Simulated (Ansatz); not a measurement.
This geometry of a periodic cell of 17 atoms, TiSi$_{16}$ (host Si, host structure diamond, interstitial Ti) is a first-order saddle point.

All numbers below come from DFT PBE-D3(BJ), scalar-relativistic, plane waves, PAW (Ansatz 0.2.0). Settings: PAW set soft_1, cutoff 420 eV, k mesh 2x2x2, gaussian smearing 0.05 eV, no spin polarisation.

```xyz
17
Lattice="0.0000 5.4300 5.4300 5.4300 0.0000 5.4300 5.4300 5.4300 0.0000" Properties=species:S:1:pos:R:3
Si 0.188 0.185 -0.186
Si 1.429 1.426 1.364
Si 2.826 2.824 0.129
Si 4.259 4.255 1.175
Si 2.646 0.007 2.785
Si 4.065 1.424 4.005
Si 5.301 2.821 2.609
Si 6.679 4.201 4.182
Si 0.012 2.651 2.780
Si 1.430 4.067 4.001
Si 2.827 5.306 2.605
Si 4.205 6.685 4.176
Si 2.649 2.648 5.421
Si 3.889 3.890 6.971
Si 5.247 5.253 5.612
Si 6.682 6.682 6.659
Ti 7.468 7.469 8.824
```

Task: Which two structures does it join? (They come from a converged band through this point; their orientation in space is the band's.)

Result: Contacts lost: Si1–Ti17, Si2–Ti17, Si6–Ti17, Si10–Ti17. Contacts made: Si5–Ti17, Si9–Ti17, Si13–Ti17, Si14–Ti17. The atom that moves furthest is Ti17, by 2.34 Å.

Image 0:

```xyz
17
Lattice="0.0000 5.4300 5.4300 5.4300 0.0000 5.4300 5.4300 5.4300 0.0000" Properties=species:S:1:pos:R:3
Si -0.042 -0.040 0.039
Si 1.360 1.362 1.389
Si 2.763 2.764 0.042
Si 4.078 4.077 1.353
Si 2.732 -0.013 2.695
Si 4.038 1.361 4.067
Si 5.387 2.762 2.667
Si 6.790 4.111 4.069
Si -0.014 2.734 2.695
Si 1.360 4.040 4.067
Si 2.762 5.388 2.666
Si 4.110 6.791 4.069
Si 2.732 2.733 5.441
Si 4.073 4.075 6.783
Si 5.415 5.417 5.442
Si 6.789 6.790 6.748
Ti 6.791 6.791 9.498
```

Image 6:

```xyz
17
Lattice="0.0000 5.4300 5.4300 5.4300 0.0000 5.4300 5.4300 5.4300 0.0000" Properties=species:S:1:pos:R:3
Si 0.003 -0.001 0.004
Si 1.344 1.341 1.345
Si 2.716 2.716 0.039
Si 4.090 4.088 1.345
Si 2.718 0.036 2.719
Si 4.092 1.340 4.093
Si 5.396 2.714 2.719
Si 6.744 4.117 4.120
Si 0.038 2.716 2.717
Si 1.344 4.088 4.092
Si 2.716 5.393 2.717
Si 4.118 6.744 4.118
Si 2.718 2.714 5.397
Si 4.120 4.118 6.745
Si 5.431 5.432 5.431
Si 6.745 6.742 6.746
Ti 8.147 8.146 8.147
```

Task: How far does it lie above each of them?

Result: 1.71 eV above the first and 1.71 eV above the second. This is the barrier of this one path; another mechanism may lie lower. Limits of this set-up: coarse k mesh.

The run took 8.5 min on 1 thread of Arm Neoverse V1, with other jobs on the host, peak memory 0.89 GiB.
